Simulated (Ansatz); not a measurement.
Program: Ansatz. Geometries: PBE0-D4/def2-TZVP. ΔE: electronic, gas phase. CCSD(T)/CBS is the MP2 limit (def2-TZVPP, def2-QZVPP) plus CCSD(T) − MP2 in def2-TZVPP, frozen cores. This one scheme is used for every species. DFT in def2-TZVPP. B3LYP here is the variant with VWN-RPA as its local correlation; programs differ in this. HSE06 is defined as in plane-wave codes. Each species was taken in one conformer, which may not be the lowest.

Reaction (formal hydrolysis of the Si–Al bond): `OB[SiH](F)[AlH2]` + H₂O → `OB[SiH](O)F` + `[AlH3]`

`OB[SiH](F)[AlH2]`:

```xyz
10

O     1.506    1.508    0.456
B     1.088    0.378    1.071
Si   -0.750   -0.319    0.580
F    -1.044   -1.683    1.404
Al   -1.030   -0.667   -1.846
H     2.383    1.798    0.725
H     1.814   -0.182    1.853
H    -1.763    0.683    1.040
H    -1.008    0.600   -2.806
H    -1.195   -2.116   -2.478
```

H₂O:

```xyz
3

O    -0.049   -0.084    0.377
H    -0.348   -0.594   -0.379
H     0.397    0.678    0.002
```

`OB[SiH](O)F`:

```xyz
9

O     0.832    0.033    1.966
B     0.659   -0.563    0.767
Si   -0.229    0.505   -0.707
O    -1.541   -0.358   -1.181
F     0.800    0.649   -1.933
H     1.256   -0.528    2.622
H     1.030   -1.697    0.606
H    -0.628    1.901   -0.380
H    -2.180    0.059   -1.760
```

`[AlH3]`:

Cartesian coordinates in Å:
```
Al 0.000 0.000 0.000
H 1.508 0.360 -0.331
H -1.167 0.964 -0.471
H -0.341 -1.324 0.803
```

```csv
level,ΔE (kcal/mol)
r2SCAN-D4,-25.1
B97M-V,-28.1
B3LYP-D4,-26.4
HSE06-D4,-22.2
B2PLYP,-28.1
PBE-QIDH,-25.9
CCSD(T)/def2-TZVPP,-26.7
HF/CBS(def2),-32.6
```

**Question.** What does CCSD(T)/CBS give? (An estimate is asked.)

**Answer.** Computed: -26.0 kcal/mol. The listed levels differ from it by 0.9, -2.1, -0.4, 3.8, -2.1, 0.1, -0.7, -6.6 kcal/mol.

**Question.** What do rigid-rotor, harmonic-oscillator terms from PBE0-D4/def2-TZVP frequencies (298.15 K, 1 bar) make of the CCSD(T)/CBS value? (An estimate is asked.)

**Answer.** Computed: ΔZPE = -1.0 kcal/mol, ΔH = -27.9 kcal/mol, ΔS = -20 J/(mol·K), ΔG = -26.4 kcal/mol. Modes under 50 cm⁻¹ make the entropy rough.

Largest T1 diagnostic among the species: 0.014.

From BLYP to BHLYP (50 % exact exchange), in def2-TZVPP and without D4, ΔE moves by −3.9 kcal/mol. In def2-TZVPP, CCSD(T) changes the Hartree–Fock value by +5.7 kcal/mol (the triples alone add +0.7 kcal/mol) and MP2 by +3.7 kcal/mol. Leaving LDA and LC-ωPBE aside and taking each functional with its dispersion term where it has one, the values, not all of them listed here, spread over 8.4 kcal/mol, from CAM-B3LYP-D4 to PBE-D4. LDA lies −1.5 kcal/mol from PBE without D4.
